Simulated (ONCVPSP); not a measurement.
**PBE ONCV dataset for B, non-relativistic all-electron reference.**

The input file (ONCVPSP 4.0.1):

```
# ATOM AND REFERENCE CONFIGURATION
# atsym  z   nc   nv     iexc    psfile
  B 5.00    1    1        4      upf
#
#   n    l    f
    1    0    2.00
    2    0    2.00
#
# PSEUDOPOTENTIAL AND OPTIMIZATION
# lmax
    2
#
#   l,   rc,      ep,       ncon, nbas, qcut
    0    1.25    0.00    4    8    4.30
    1    1.10    0.02    4    8    6.80
    2    1.25    0.44    5    9    7.10
#
# LOCAL POTENTIAL
# lloc, lpopt,  rc(5),   dvloc0
    4    5    0.75    3.00
#
# VANDERBILT-KLEINMAN-BYLANDER PROJECTORs
# l, nproj, debl
    0    3    0.80
    1    2    1.90
    2    3    0.60
#
# MODEL CORE CHARGE
# icmod, fcfact, rcfact
    3    5.25    1.65
#
# LOG DERIVATIVE ANALYSIS
# epsh1, epsh2, depsh
   -2.00    5.00    0.02
#
# OUTPUT GRID
# rlmax, drl
    6.00    0.01
#
# TEST CONFIGURATIONS
# ncnf
    4
# nvcnf
#   n    l    f
    2
    2    0    2.00
    2    1    1.00
#
    1
    2    0    1.00
#
    2
    2    0    2.00
    2    1    0.50
#
    2
    2    0    1.00
    2    1    1.00
#
```

Command:

```bash
oncvpspnr.x < B.dat > B.out
```

Resulting log (shortened: citation, most of the input echo, consistency checks and plot data are left out):

```
ONCVPSP  (Optimized Norm-Conservinng Vanderbilt PSeudopotential)
scalar-relativistic version 4.0.1

#   n    l    f        energy (Ha)
    1    0    2.00    -7.1137062E+00
    2    0    2.00    -7.1680858E-01

Reference configufation results
  iterations    24
  all-electron total energy (Ha)   -2.42934285D+01

Begin loop to  construct optimized pseudo wave functions
and semi-local pseudopoentials for all angular momenta

   Wellstate for l =  0  n =  3
     eigenvalue =   0.0832
     asymptotic potential =   0.5832
     half-point radius =  4.5082

   Wellstate for l =  0  n =  4
     eigenvalue =   0.8832
     asymptotic potential =   1.3832
     half-point radius =  4.6855

Calculating optimized projector #   1

 for l=   0

    Fraction of norm inside rc  0.246844
    Optimizing pswf for qcut=   4.28 a_B^-1,  ecut=   9.18 Ha
    Residual kinetic energy error=  3.92D-03 Ha

    Energy error per electron        Cutoff
         Ha          eV             Ha
         0.01000     0.27211        7.01
         0.00100     0.02721       21.06
         0.00010     0.00272       92.06
         0.00001     0.00027      112.45

Calculating optimized projector #   2

 for l=   0

    Fraction of norm inside rc  0.088802
    Optimizing pswf for qcut=   4.28 a_B^-1,  ecut=   9.18 Ha
    Residual kinetic energy error=  2.58D-03 Ha

    Energy error per electron        Cutoff
         Ha          eV             Ha
         0.01000     0.27211        6.01
         0.00100     0.02721       12.09
         0.00010     0.00272      108.38
         0.00001     0.00027      151.18

Calculating optimized projector #   3

 for l=   0

    Fraction of norm inside rc  0.072981
    Optimizing pswf for qcut=   4.28 a_B^-1,  ecut=   9.18 Ha
    Residual kinetic energy error=  3.83D-03 Ha

    Energy error per electron        Cutoff
         Ha          eV             Ha
         0.01000     0.27211        6.89
         0.00100     0.02721       13.01
         0.00010     0.00272      121.22
         0.00001     0.00027      197.99

WARNING wellstate: moderately localized bound state found for n= 2 l=  1
WARNING scattering state with energy  0.05000000
WARNING will be used for the first projector

   Wellstate for l =  1  n =  3
     eigenvalue =   0.0500
     asymptotic potential =   0.5500
     half-point radius =  5.9998

   Wellstate for l =  1  n =  4
     eigenvalue =   1.9500
     asymptotic potential =   2.4500
     half-point radius =  3.1777

Calculating optimized projector #   1

 for l=   1

    Fraction of norm inside rc  0.082032
    Optimizing pswf for qcut=   6.79 a_B^-1,  ecut=  23.08 Ha
    Residual kinetic energy error=  7.40D-04 Ha

    Energy error per electron        Cutoff
         Ha          eV             Ha
         0.01000     0.27211       12.37
         0.00100     0.02721       21.78
         0.00010     0.00272       91.24
         0.00001     0.00027      164.44

Calculating optimized projector #   2

 for l=   1

    Fraction of norm inside rc  0.093403
    Optimizing pswf for qcut=   6.79 a_B^-1,  ecut=  23.08 Ha
    Residual kinetic energy error=  2.85D-03 Ha

    Energy error per electron        Cutoff
         Ha          eV             Ha
         0.01000     0.27211       18.09
         0.00100     0.02721       27.09
         0.00010     0.00272       59.01
         0.00001     0.00027      190.36

   Wellstate for l =  2  n =  3
     eigenvalue =   0.4400
     asymptotic potential =   0.9400
     half-point radius =  2.8711

   Wellstate for l =  2  n =  4
     eigenvalue =   1.0400
     asymptotic potential =   1.5400
     half-point radius =  4.0401

   Wellstate for l =  2  n =  5
     eigenvalue =   1.6400
     asymptotic potential =   2.1400
     half-point radius =  4.7261

Calculating optimized projector #   1

 for l=   2

    Fraction of norm inside rc  0.043618
    Optimizing pswf for qcut=   7.10 a_B^-1,  ecut=  25.18 Ha
    Residual kinetic energy error=  2.59D-05 Ha

    Energy error per electron        Cutoff
         Ha          eV             Ha
         0.01000     0.27211        4.92
         0.00100     0.02721       10.74
         0.00010     0.00272       19.37
         0.00001     0.00027       34.27

Calculating optimized projector #   2

 for l=   2

    Fraction of norm inside rc  0.045743
    Optimizing pswf for qcut=   7.10 a_B^-1,  ecut=  25.18 Ha
    Residual kinetic energy error=  3.47D-05 Ha

    Energy error per electron        Cutoff
         Ha          eV             Ha
         0.01000     0.27211        5.88
         0.00100     0.02721       12.01
         0.00010     0.00272       21.00
         0.00001     0.00027       30.66

Calculating optimized projector #   3

 for l=   2

    Fraction of norm inside rc  0.047129
    Optimizing pswf for qcut=   7.10 a_B^-1,  ecut=  25.18 Ha
    Residual kinetic energy error=  5.40D-05 Ha

    Energy error per electron        Cutoff
         Ha          eV             Ha
         0.01000     0.27211        6.77
         0.00100     0.02721       13.43
         0.00010     0.00272       22.68
         0.00001     0.00027       32.73

Construct Vanderbilt / Kleinmman-Bylander projectors

B matrix Hermiticity error, ll=   0
   1   2    1.5209E-08
   1   3   -3.1781E-08
   2   3    9.9958E-09

  Orthonormal projector coefficients -1.3908E+02  8.6998E+00  2.3910E+00

B matrix Hermiticity error, ll=   1
   1   2   -1.1638E-08

  Orthonormal projector coefficients -9.2024E+00 -3.5058E+00

B matrix Hermiticity error, ll=   2
   1   2   -1.5041E-10
   1   3    6.5658E-10
   2   3   -5.1151E-10

  Orthonormal projector coefficients -1.5607E+02 -3.1089E+00 -1.5679E+00

Model core correction analysis
  based on d2Exc/dn_idn_j

d2excae - all-electron derivatives

   -6.592273D-02

d2excps - pseudofunction derivatives with no core correction

   -6.812096D-02

rms 2nd derivative error    2.198230E-03

rmatch, rhocmatch    0.7662    0.7379

Teter function model core charge with specified parameters

d2excps - pseudofunction derivatives with core correction

   -6.487520D-02

rms 2nd derivative error    1.047534E-03

Pseudoatom total energy   -2.312950

Diagnostic tests using Vanderbilt-Kleinman-Bylander pseudopotentials
  1 or more projectors used as specified by nproj input data

   l    rcore       rmatch      e in        delta e   norm test  slope test

   0   1.2512710   1.2892623  -0.7168086   0.0000000   1.0000000   0.9999999
   0   1.2512710   1.2892623   0.0831914   0.0000001   1.0000000   1.0000000
   0   1.2512710   1.2892623   0.8831914   0.0000001   1.0000000   1.0000000

   1   1.1035545   1.1370608   0.0500000  -0.0000001   1.0000000   1.0000000
   1   1.1035545   1.1370608   1.9500000   0.0000001   0.9999999   0.9999999

   2   1.2512710   1.2892623   0.4400000   0.0000000   1.0000000   1.0000000
   2   1.2512710   1.2892623   1.0400000   0.0000000   1.0000000   1.0000000
   2   1.2512710   1.2892623   1.6400000   0.0000000   1.0000000   1.0000000

 Testing for bound ghosts
   n   l    E NL Schr. Eq   E Basis Diag.   E Cutoff

       0                       -6.036263    221.29  WARNING - GHOST(-)
   1   0       -0.716809       -0.684667    221.29

   2   1       -0.491206       -0.407386    247.41

       2                       -0.665838    351.85  WARNING - GHOST(-)

 Testing for highly-localized positive-energy ghosts
       l    <radius>/rc     E Basis Diag.   E Cutoff

       0        0.952822       23.450085    221.29  WARNING - GHOST(+)

       2        0.975456      117.289031    351.85  WARNING - GHOST(+)

Test configuration 0

   n   l     f        eae           eps        diff
   1   0  2.0000   -7.11370617
   2   0  2.0000   -0.71680858   -0.71680857    1.07D-08

    Total energies and differences
      AE_ref= -2.42934285D+01  AE_tst= -2.42934285D+01  dif=  0.00D+00
      PS_ref= -2.31294975D+00  PS_tst= -2.31294975D+00  dif= -7.55D-15
      PSP excitation error=  7.55D-15

Test configuration 1

   n   l     f        eae           eps        diff
   1   0  2.0000   -6.63462599
   2   0  2.0000   -0.34686529   -0.34693002   -6.47D-05
   2   1  1.0000   -0.13261805   -0.13284303   -2.25D-04

    Total energies and differences
      AE_ref= -2.42934285D+01  AE_tst= -2.45955706D+01  dif= -3.02D-01
      PS_ref= -2.31294975D+00  PS_tst= -2.61528784D+00  dif= -3.02D-01
      PSP excitation error=  1.96D-04

Test configuration 2

   n   l     f        eae           eps        diff
   1   0  2.0000   -7.75841395
   2   0  1.0000   -1.15634519   -1.15508424    1.26D-03

    Total energies and differences
      AE_ref= -2.42934285D+01  AE_tst= -2.33594469D+01  dif=  9.34D-01
      PS_ref= -2.31294975D+00  PS_tst= -1.37954382D+00  dif=  9.33D-01
      PSP excitation error=  5.76D-04

Test configuration 3

   n   l     f        eae           eps        diff
   1   0  2.0000   -6.84936572
   2   0  2.0000   -0.51908042   -0.51918398   -1.04D-04
   2   1  0.5000   -0.29728452   -0.29752017   -2.36D-04

    Total energies and differences
      AE_ref= -2.42934285D+01  AE_tst= -2.44894248D+01  dif= -1.96D-01
      PS_ref= -2.31294975D+00  PS_tst= -2.50902030D+00  dif= -1.96D-01
      PSP excitation error=  7.43D-05

Test configuration 4

   n   l     f        eae           eps        diff
   1   0  2.0000   -7.12810737
   2   0  1.0000   -0.71973626   -0.71918790    5.48D-04
   2   1  1.0000   -0.49457068   -0.49474380   -1.73D-04

    Total energies and differences
      AE_ref= -2.42934285D+01  AE_tst= -2.40680308D+01  dif=  2.25D-01
      PS_ref= -2.31294975D+00  PS_tst= -2.08793509D+00  dif=  2.25D-01
      PSP excitation error=  3.83D-04
```

oncvpspnr.x prints “scalar-relativistic version” in its banner although the run is non-relativistic.

Note: ghosts flagged at negative energy: s at -164.3 eV, d at -18.1 eV; GHOST(+) flags only above 600 eV. A true bound ghost makes a file unfit for plane-wave use.

The run took about 6.8 s on one core of a shared server CPU.
